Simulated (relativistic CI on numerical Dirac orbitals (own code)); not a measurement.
Crystal-field levels of Nb3+, 4d2

Calculated by Dirac-Coulomb-Breit CI, separate exchange-only KLI orbitals for each configuration, QED by a radiative potential, valence Slater integrals scaled by 0.8, one configuration in a parametric crystal field (own radial code).

Field parameters in Wybourne normalisation: Oh B⁴₀ = 21Dq, B⁴₄ = √(5/14) B⁴₀. The field is a parameter set, without covalency.

S and J are read from ⟨S²⟩ = S(S + 1) and ⟨J²⟩ = J(J + 1) of each level; they are not fictitious spins.

Oh, 10Dq = 6000 cm⁻¹, the lowest 16 levels:

```
E (cm⁻¹)  Degeneracy  Irrep     S     J
     0.0           2      E  1.00  2.52
     108           3     T2  1.00  2.71
     976           3     T1  1.00  3.49
    1440           1     A1  1.00  3.91
    5537           3     T2  0.98  3.04
    5570           1     A2  1.00  3.00
    6062           3     T1  1.00  3.51
    6140           2      E  1.00  3.65
    9606           3     T2  0.10  2.61
    9812           2      E  0.06  2.90
   11912           3     T2  0.99  3.47
   13649           1     A1  0.99  0.57
   14010           3     T1  1.00  1.18
   14567           3     T2  0.97  2.17
   14631           2      E  0.98  2.11
   16538           3     T2  0.09  3.52
```

Oh, 10Dq = 10750 cm⁻¹, the lowest 16 levels:

| E (cm⁻¹) | Degeneracy | Irrep | S | J |
| --- | --- | --- | --- | --- |
| 0.0 | 2 | E | 1.00 | 2.63 |
| 59.2 | 3 | T2 | 1.00 | 2.74 |
| 884 | 3 | T1 | 1.00 | 3.48 |
| 1292 | 1 | A1 | 1.00 | 3.83 |
| 8975 | 3 | T2 | 0.44 | 2.97 |
| 9648 | 2 | E | 0.03 | 3.07 |
| 9938 | 1 | A2 | 1.00 | 3.00 |
| 10399 | 3 | T1 | 1.00 | 3.45 |
| 10441 | 2 | E | 1.00 | 3.54 |
| 10529 | 3 | T2 | 0.78 | 3.00 |
| 17648 | 1 | A1 | 0.92 | 1.29 |
| 18120 | 3 | T1 | 1.00 | 1.32 |
| 18554 | 3 | T2 | 0.96 | 2.19 |
| 18650 | 2 | E | 0.99 | 2.10 |
| 19197 | 1 | A1 | 0.19 | 3.29 |
| 20193 | 3 | T2 | 0.46 | 3.32 |

Oh, 10Dq = 15550 cm⁻¹, the lowest 16 levels:

```csv
E (cm⁻¹),Degeneracy,Irrep,S,J
0.0,2,E,1.00,2.67
38.5,3,T2,1.00,2.75
829,3,T1,1.00,3.45
1206,1,A1,1.00,3.78
9282,3,T2,0.04,3.02
9514,2,E,0.01,3.14
14519,1,A2,1.00,3.00
14735,3,T2,0.99,3.08
14968,3,T1,1.00,3.43
14993,2,E,1.00,3.49
19733,1,A1,0.10,3.15
22420,1,A1,0.96,1.19
22549,3,T1,1.00,1.42
22938,3,T2,0.97,2.17
23032,2,E,1.00,2.12
24947,3,T2,0.10,3.21
```

The free-ion ground term has S = 1. Every field shown keeps that spin.

Levels of this model without a field, named by their leading LS term (the scale mimics covalency, so terms lie below those of the real free ion): ³F2 0, ³F3 977, ³F4 2129, ¹D2 8936, ³P0 9781, ³P1 10157, ³P2 11126, ¹G4 13538 cm⁻¹.
